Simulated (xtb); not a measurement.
CH₃Se, SMILES C[Se] (connectivity only; charge and spin as stated), charge -1, multiplicity 1. All values are semi-empirical tight-binding results from xtb (GFN2-xTB unless named), good for trends rather than for accurate numbers. Geometry: GFN2-xTB. The multiplicity is an assumed one; other spin states were not compared. The isomer is the one that the SMILES or the coordinates give; other isomers of the formula were not compared.

Optimised geometry:

Bond lengths (Å): C1–Se2 1.944, C1–H3 1.088, C1–H4 1.088, C1–H5 1.088. Bond angles (°): Se2–C1–H3 108.8, Se2–C1–H4 108.8, Se2–C1–H5 108.8, H3–C1–H4 110.1, H3–C1–H5 110.1, H4–C1–H5 110.1.
Charge -1, spin multiplicity 1.

```yaml
point_group_as_xtb_finds_it: C3v
orbital_gap: 5.07 eV
zero_point_energy: 22.4 kcal/mol
G − E(el) at 298.15 K (modified RRHO): 7.4 kcal/mol
static polarisability (D4 model): 43.1 bohr³
solvation energy, GFN2-xTB/ALPB(water): -70.6 kcal/mol
solvation energy, GFN2-xTB/ALPB(acetonitrile): -54.1 kcal/mol
```

### Question
Give the atomic charges and the Wiberg bond orders between heavy atoms. (The exact figures need the calculation; the answer reports its results.)

### Answer
charges (e) C1 0.08, Se2 -1.07, H3 0.00, H4 0.00, H5 0.00. Bond orders C1–Se2 1.02.
